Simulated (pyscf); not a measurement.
## H₂N–Cd–OH, singlet

Gas-phase minimum from PySCF at ωB97X-D3(BJ)/def2-SVP, one conformer. 

```xyz
6

N     -1.6250    -0.6298     1.3061
Cd    -0.9089     0.1124    -0.3996
O     -0.1636     0.8548    -2.0557
H     -2.4775    -0.1900     1.6477
H     -1.7887    -1.6349     1.3053
H      0.7071     1.2484    -1.9272
```

Bonded distances (Å): N1–Cd2 1.993, N1–H4 1.018, N1–H5 1.018, Cd2–O3 1.962, O3–H6 0.964. Angles (°): Cd2–N1–H4 115.3, Cd2–N1–H5 115.1, H4–N1–H5 107.0, N1–Cd2–O3 178.6, Cd2–O3–H6 112.6.

Properties at ωB97X-D3(BJ)/def2-SVP:

- Harmonic wavenumbers, unscaled = 141, 144, 206, 473, 575, 662, 770, 778, 1549, 3569, 3659, 3899 cm⁻¹
- Zero-point energy = 23.5 kcal/mol
- Rotational symmetry number = 1
- Entropy of this conformer at 298 K and 1 atm, rigid rotor and harmonic oscillator, modes under 100 cm⁻¹ raised to 100 = 304.3 J/(mol K)
- Dipole moment = 1.14 D

Single-point totals, which compare only within one level (frozen core for MP2 and CC):

```
level                   total energy (hartree)
----------------------  ----------------------
ωB97X-D3(BJ)/def2-TZVP              -299.68558
PBE/def2-TZVP                       -299.46220
r²SCAN/def2-TZVP                    -299.59198
B3LYP-D3(BJ)/def2-TZVP              -299.66751
PBE0-D3(BJ)/def2-TZVP               -299.45058
M06-2X/def2-TZVP                    -299.46846
ωB97M-D3(BJ)/def2-TZVP              -299.64411
HF/def2-TZVPP                       -297.96977
MP2/def2-TZVPP                      -299.16200
CCSD/def2-TZVPP                     -299.13416
CCSD(T)/def2-TZVPP                  -299.17271
```

Soft torsions are taken as harmonic, which can shift the entropy by several J/(mol K). The CCSD(T) − MP2 part came from Ansatz, without density fitting, on the same reference. The frozen core leaves the outer d or s,p core shells of the metals and heavy elements correlated in the MP2 and CC values, and def2-TZVPP describes them poorly, so these totals are far from the basis limit. Elements past Kr carry the def2 core potentials, without spin-orbit coupling.
